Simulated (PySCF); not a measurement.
**Tb²⁺ (terbium, charge +2): UHF calculation**

Configuration: [Xe] 4f9, one real determinant. All numbers are calculated (PySCF 2.14, scalar relativity by spin-free X2C-1e, in cc-pVDZ-X2C).

```
Total energy                                                  : -11703.520804 hartree
One-electron energy                                           : -15996.9118 hartree
Hartree (Coulomb) energy                                      : 4549.0195 hartree
Exchange energy                                               : -255.6285 hartree
⟨S²⟩                                                          : 8.7587
⟨L²⟩                                                          : 24.019
Sum of ⟨r⟩                                                    : 35.40 bohr
Sum of ⟨r²⟩                                                   : 38.28 bohr²
Traceless quadrupole moment −½Σ⟨3z² − r²⟩ along its main axis : -0.254 e·bohr²
Langevin diamagnetic susceptibility                           : -30.3 ×10⁻⁶ cm³/mol
```

| shell | electrons | mean orbital energy (hartree) | spread (hartree) | rms radius, mean of both spins (bohr) |
| --- | --- | --- | --- | --- |
| 1s α | 1 | -1920.66516 | 0 | 0.0245 |
| 1s β | 1 | -1920.66355 | 0 | 0.0245 |
| 2s α | 1 | -323.27631 | 0 | 0.0989 |
| 2s β | 1 | -323.27026 | 0 | 0.0989 |
| 2p α | 3 | -287.59143 | 0.00872 | 0.0890 |
| 2p β | 3 | -287.58603 | 0.00795 | 0.0890 |
| 3s α | 1 | -74.02746 | 0 | 0.255 |
| 3s β | 1 | -73.90504 | 0 | 0.255 |
| 3p α | 3 | -62.75975 | 0.05222 | 0.255 |
| 3p β | 3 | -62.62173 | 0.02683 | 0.255 |
| 3d α | 5 | -47.80145 | 0.05065 | 0.234 |
| 3d β | 5 | -47.65229 | 0.02427 | 0.234 |
| 4s α | 1 | -16.07377 | 0 | 0.576 |
| 4s β | 1 | -15.75290 | 0 | 0.576 |
| 4p α | 3 | -12.27501 | 0.08822 | 0.612 |
| 4p β | 3 | -11.91979 | 0.02208 | 0.612 |
| 4d α | 5 | -6.92436 | 0.09981 | 0.675 |
| 4d β | 5 | -6.46259 | 0.09106 | 0.675 |
| 5s α | 1 | -2.68225 | 0 | 1.44 |
| 5s β | 1 | -2.56447 | 0 | 1.44 |
| 5p α | 3 | -1.67188 | 0.03849 | 1.68 |
| 5p β | 3 | -1.58377 | 0.01821 | 1.68 |
| 4f α | 7 | -1.04882 | 0.09897 | 0.973 |
| 4f β | 2 | -0.83754 | 0.00480 | 0.973 |

⟨L²⟩ = 24.02 against 30 for a pure H term, so this real determinant mixes terms. Spin-orbit coupling, absent here, splits the open shell strongly.

Densities and radii are taken from the X2C orbitals without a picture-change correction, which distorts them close to the nucleus.

Spin-orbit constants ζ (cm⁻¹) from the X2C one-electron operator on these orbitals: bare nucleus, nucleus screened by l(l+1)(2l+1)/3 electrons, and screened by the Breit-Pauli mean field of the electrons.

| shell | bare | screened nucleus | mean field |
| --- | --- | --- | --- |
| 2p | 3861000 | 3743000 | n/a |
| 3p | 805100 | 780400 | n/a |
| 3d | 125900 | 106500 | n/a |
| 4p | 175300 | 169900 | n/a |
| 4d | 23080 | 19530 | n/a |
| 4f | 3247 | 1848 | n/a |
| 5p | 21920 | 21240 | n/a |

To first order the Landé constant is A = -369.6 cm⁻¹, so the lowest level has J = 15/2 and lies 0.573 eV below the centre of the term. This holds in LS coupling only.
